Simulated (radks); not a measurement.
Question: The fluorine ion F4+, configuration [He] 2s2 2p1. All-electron calculation, scalar-relativistic Kohn-Sham, OLYP, spin-unpolarised, spherical densities, point nucleus. Program: a radial shooting solver on a logarithmic mesh with Libxc functionals. Some entries of the table are withheld. Estimate them.

orbital,occ.,eigenvalue (eV),<r^2> (bohr^2)
1s,2,(1),0.04147
2s,2,-117.0056,0.8275
2p,1,(2),0.7398

Answer: 
(1) 1s eigenvalue (eV): -777.7992
(2) 2p eigenvalue (eV): -99.0693
